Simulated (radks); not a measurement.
Question: These are the eigenvalues of the occupied orbitals of an atom or ion with whole-number occupations (eV). Method: non-relativistic Kohn-Sham, LDA (Slater exchange, Perdew-Wang correlation), spin-unpolarised, spherical densities, point nucleus; computed with a radial shooting solver on a logarithmic mesh with Libxc functionals.

1s: -72922.26
2s: -13651.34
2p: -13193.42
3s: -4509.441
3p: -4298.848
3d: -3910.549
4s: -2094.743
4p: -2002.001
4d: -1837.171

Which element is it, and in what charge state? The configuration may be excited.

Answer: Z = 78, platinum, charge +40: Pt40+ in [Kr] 4d2. The list shows which subshells hold electrons but not how many an open one holds; the 1s level, -2679.8 hartree, gives Z - s = 73.2 by -(Z - s)^2/2, which with screening narrows Z to a few neighbours, and the depths of the outer levels then fix element, charge and occupations together.
